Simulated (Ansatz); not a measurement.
Compare A (`C=CN(C)[SiH3]`) with its isomer B (`CCC(=N)[SiH3]`).

Computed with Ansatz on PBE0-D4/def2-TZVP structures; ΔE is electronic, products minus reactants. CCSD(T)/CBS is the MP2 limit (def2-TZVPP, def2-QZVPP) plus CCSD(T) − MP2 in def2-TZVPP, frozen cores. DFT in def2-TZVPP. Each species was taken in one conformer, which may not be the lowest.

Which is lower in electronic energy at CCSD(T)/CBS, and by how much? (Estimate.)

The calculation gave: A, by 31.9 kJ/mol.

Give E(B) − E(A) in kJ/mol with HF/def2-TZVPP, B2PLYP, CCSD(T)/def2-TZVPP, PBE-D4, BLYP-D4, LDA (SPW92), CCSD(T)/def2-SVP. (Best estimate.)

Computed: HF/def2-TZVPP 37.1, B2PLYP 36.2, CCSD(T)/def2-TZVPP 29.1, PBE-D4 30.2, BLYP-D4 35.0, LDA (SPW92) 46.6, CCSD(T)/def2-SVP 21.4. None reverses the order clearly.

Does the order hold for the free energy at 298.15 K (harmonic terms from PBE0-D4)? (Best estimate.)

Ansatz gave: Yes: G(B) − G(A) = +29.9 kJ/mol, for one conformer each. Modes under 60 cm⁻¹, often nearly free rotors, make the harmonic entropy too high.

Largest T1 diagnostic: 0.012.

At CCSD(T), def2-SVP lies −10.5 kJ/mol from the extrapolated value and def2-TZVPP −2.8 kJ/mol. From PBE to PBE0 (25 % exact exchange), in def2-TZVPP and without D4, E(B) − E(A) moves by +3.6 kJ/mol.
